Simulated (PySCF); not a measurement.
Molecule: `C(C(CC)(F)CC)C`, C7H15F.

Molfile (atoms numbered from 1):
```
C7H15F
     RDKit          3D

 23 22  0  0  0  0  0  0  0  0999 V2000
    2.6936    0.4151    0.7839 C   0  0  0  0  0  0  0  0  0  0  0  0
    1.7230   -0.1762   -0.2242 C   0  0  0  0  0  0  0  0  0  0  0  0
    0.2816   -0.2982    0.2668 C   0  0  0  0  0  0  0  0  0  0  0  0
    0.3097   -1.1279    1.3961 F   0  0  0  0  0  0  0  0  0  0  0  0
   -0.5719   -1.0102   -0.7811 C   0  0  0  0  0  0  0  0  0  0  0  0
   -2.0071   -1.2801   -0.3623 C   0  0  0  0  0  0  0  0  0  0  0  0
   -0.3156    1.0215    0.7493 C   0  0  0  0  0  0  0  0  0  0  0  0
   -0.4621    2.0979   -0.3128 C   0  0  0  0  0  0  0  0  0  0  0  0
    2.6260   -0.1220    1.7414 H   0  0  0  0  0  0  0  0  0  0  0  0
    2.4960    1.4803    0.9787 H   0  0  0  0  0  0  0  0  0  0  0  0
    3.7296    0.3355    0.4227 H   0  0  0  0  0  0  0  0  0  0  0  0
    1.7284    0.4088   -1.1585 H   0  0  0  0  0  0  0  0  0  0  0  0
    2.0517   -1.1916   -0.5003 H   0  0  0  0  0  0  0  0  0  0  0  0
   -0.5436   -0.4242   -1.7145 H   0  0  0  0  0  0  0  0  0  0  0  0
   -0.0678   -1.9643   -1.0067 H   0  0  0  0  0  0  0  0  0  0  0  0
   -2.5950   -0.3543   -0.2675 H   0  0  0  0  0  0  0  0  0  0  0  0
   -2.5168   -1.9171   -1.1002 H   0  0  0  0  0  0  0  0  0  0  0  0
   -2.0329   -1.7979    0.6078 H   0  0  0  0  0  0  0  0  0  0  0  0
    0.3115    1.3863    1.5775 H   0  0  0  0  0  0  0  0  0  0  0  0
   -1.2945    0.7960    1.2002 H   0  0  0  0  0  0  0  0  0  0  0  0
   -0.8996    3.0110    0.1174 H   0  0  0  0  0  0  0  0  0  0  0  0
    0.5075    2.3776   -0.7535 H   0  0  0  0  0  0  0  0  0  0  0  0
   -1.1203    1.7779   -1.1356 H   0  0  0  0  0  0  0  0  0  0  0  0
  1  2  1  0
  2  3  1  0
  3  4  1  0
  3  5  1  0
  5  6  1  0
  3  7  1  0
  7  8  1  0
  1  9  1  0
  1 10  1  0
  1 11  1  0
  2 12  1  0
  2 13  1  0
  5 14  1  0
  5 15  1  0
  6 16  1  0
  6 17  1  0
  6 18  1  0
  7 19  1  0
  7 20  1  0
  8 21  1  0
  8 22  1  0
  8 23  1  0
M  END
```

Geometry PBE0-D3(BJ)/def2-SVP throughout; GIAO in PySCF, gas phase, one conformer, non-relativistic; equivalent atoms averaged; functional PBE0.

Question: How do the absolute shieldings σ depend on the basis set? (ppm; last column core-seconds on 1 thread of an Arm Neoverse V1, shared host)

Answer: 
```csv
basis set,functions,C3,C2/C5/C7,C1/C6/C8,F4,H12/H13/H14/H15/H19/H20,H9/H10/H11/H16/H17/H18/H21/H22/H23,core-s
STO-3G,55,166.4,207.9,217.4,419.2,31.75,31.94,7.6
pcSseg-0,102,93.8,162.0,183.0,384.0,31.38,31.82,12
6-31G,102,106.3,169.7,189.7,376.1,30.96,31.55,14
6-31G*,142,103.5,165.0,184.6,380.6,30.39,31.03,21
cc-pVDZ,187,100.9,165.5,187.0,375.8,29.87,30.46,29
def2-SVP,187,100.6,164.6,185.3,381.6,29.98,30.55,27
pcSseg-1,211,88.2,154.2,175.4,363.9,29.87,30.37,35
"6-311+G(2d,p)",306,90.2,156.5,178.3,356.3,30.02,30.70,68
aug-cc-pVDZ,319,100.4,165.1,186.6,364.9,29.86,30.51,69
```

Question: Which nucleus moves most, in ppm?

Answer: C3 (fully substituted sp3 carbon bonded to F): from 88.2 ppm with pcSseg-1 to 166.4 ppm with STO-3G. The smallest spread is 1.57 ppm, at H9/H10/H11/H16/H17/H18/H21/H22/H23. Proton shifts span only some 12 ppm, so a few tenths of a ppm matter as much there as several ppm in carbon.

Question: Taking the largest basis, aug-cc-pVDZ (319 functions), as the yardstick, rank the others by their worst heavy-atom deviation.

Answer: 6-311+G(2d,p) 10.2 ppm (306 functions), cc-pVDZ 10.9 ppm (187 functions), 6-31G 11.2 ppm (102 functions), pcSseg-1 12.2 ppm (211 functions), 6-31G* 15.7 ppm (142 functions), def2-SVP 16.7 ppm (187 functions), pcSseg-0 19.1 ppm (102 functions), STO-3G 66.0 ppm (55 functions).

A small basis that lands close on one nucleus may do so by chance; judge by the trend and by all nuclei.
